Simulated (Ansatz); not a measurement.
F₂HSeSi (`F[Si](F)[SeH]`) radical, 5 atoms. The species carries charge 0 and has multiplicity 2. Correlated methods include outer-core shells of Se, which these sets cover unevenly. Scalar relativity is left out up to krypton. Hardware: A = 2 threads of an AMD EPYC 7R13 on a shared host and a share of an NVIDIA H100 80 GB; B = 2 threads of a server CPU on a shared host. Correlated methods freeze the cores. Open-shell runs search over several starts.

Problem. How many basis functions does each run have, and how long does it take in Ansatz? UKS PBE0-D4/def2-TZVP relaxation (11 steps) [B]; UHF-CCSD(T)/def2-QZVPP energy [A]; UKS LC-ωPBE/def2-TZVPP energy [B]; UKS r2SCAN0-D4/def2-TZVPP energy [B]; UHF-CCSD(T)/def2-TZVPP energy [A]; UKS r2SCANh-D4/def2-TZVPP energy [B]; UHF-CCSD(T)/def2-SVP energy [B]; UKS PBE0-D4/def2-TZVPP energy [B]. (Best estimate.)

Solution. Computed: Other jobs shared the machine, so times are rough.

```json
{"level": "UHF-CCSD(T)/def2-TZVPP", "job": "energy [A]", "functions": "166", "wall time": "7 s", "peak host memory (GiB)": "0.82"}
{"level": "UKS PBE0-D4/def2-TZVPP", "job": "energy [B]", "functions": "166", "wall time": "11 s", "peak host memory (GiB)": "0.59"}
{"level": "UKS LC-ωPBE/def2-TZVPP", "job": "energy [B]", "functions": "166", "wall time": "11 s", "peak host memory (GiB)": "0.59"}
{"level": "UHF-CCSD(T)/def2-QZVPP", "job": "energy [A]", "functions": "303", "wall time": "17 s", "peak host memory (GiB)": "1.4"}
{"level": "UKS r2SCAN0-D4/def2-TZVPP", "job": "energy [B]", "functions": "166", "wall time": "17 s", "peak host memory (GiB)": "0.61"}
{"level": "UKS r2SCANh-D4/def2-TZVPP", "job": "energy [B]", "functions": "166", "wall time": "21 s", "peak host memory (GiB)": "0.61"}
{"level": "UHF-CCSD(T)/def2-SVP", "job": "energy [B]", "functions": "83", "wall time": "31 s", "peak host memory (GiB)": "0.59"}
{"level": "UKS PBE0-D4/def2-TZVP", "job": "relaxation (11 steps) [B]", "functions": "153", "wall time": "2.5 min", "peak host memory (GiB)": "0.59"}
```

LC-ωPBE has ω = 0.4 bohr⁻¹.
